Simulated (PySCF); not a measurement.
Bonds (- single, = double, # triple, : aromatic): C1=C2, C2-F3, C2-C4, C4-C5, C5:C6, C6:C7, C7:C8, C8-S9, C8:C10, C10:C11, C11-Cl12, C11:C5. C1 carries H13, H14; C4 carries H15, H16; C6 carries H17; C7 carries H18; C10 carries H19. Formal charges: S9 -1.

Total charge -1. H13 is cis to F3; H14 is trans to F3.

Geometry: PBE0-D3(BJ)/def2-SVP; GIAO shifts from PySCF, gas phase, non-relativistic, averaged over equivalent atoms.

At PBE0/pcSseg-1 (253 basis functions):
| atoms | δ (ppm) |
| --- | --- |
| C8 | 186.7 |
| C2 | 179.6 |
| C11 | 140.7 |
| C10 | 139.0 |
| C7 | 138.7 |
| C6 | 131.2 |
| C5 | 111.6 |
| C1 | 93.9 |
| C4 | 38.7 |
| F3 | -90.6 |
| S9 | 130.4 |
| Cl12 | 176.9 |
| H19 | 7.21 |
| H18 | 6.95 |
| H17 | 6.08 |
| H13 | 4.38 |
| H14 | 4.09 |
| H15/H16 | 2.92 |

Shifts are taken against calculated references (same method and geometry level): $^{13}$C (184.41 ppm) and $^{1}$H (31.27 ppm) against TMS; $^{19}$F (177.25 ppm) vs CFCl3; $^{33}$S (495.66 ppm) against CS2; $^{35}$Cl (943.27 ppm) against HCl.

What do these become at PBE/pcSseg-2?

## Answers


```csv
atoms,δ at PBE/pcSseg-2,change
C8,188.1,+1.4
C2,185.6,+6.0
C11,142.9,+2.2
C10,142.3,+3.3
C7,141.8,+3.1
C6,132.1,+0.9
C5,115.9,+4.3
C1,91.8,-2.1
C4,42.8,+4.1
F3,-106.7,-16.1
S9,185.2,+54.8
Cl12,210.2,+33.3
H19,7.51,+0.30
H18,7.19,+0.24
H17,6.09,+0.01
H13,4.20,-0.18
H14,4.10,+0.01
H15/H16,3.27,+0.35
```

Scale: TMS for $^{13}$C (σ = 179.39 ppm), $^{1}$H (σ = 31.18 ppm); $^{19}$F (σ = 142.93 ppm) vs CFCl3; $^{33}$S (σ = 497.38 ppm) against CS2; $^{35}$Cl (σ = 933.94 ppm) vs HCl (reference shieldings calculated alike).

The largest change is at S9 (sulfur bonded to C). Cost: 544 basis functions, 2.6 min wall time (5.4 min CPU) on 2 threads of an Intel Xeon Platinum 8488C, shared host. The order of the carbon signals is the same at both levels.

Carbons that carry Cl, above all several Cl atoms, come out too deshielded, partly because spin–orbit coupling is missing. Unscaled 19F shifts against computed CFCl3 carry errors that often reach 10 to 50 ppm.
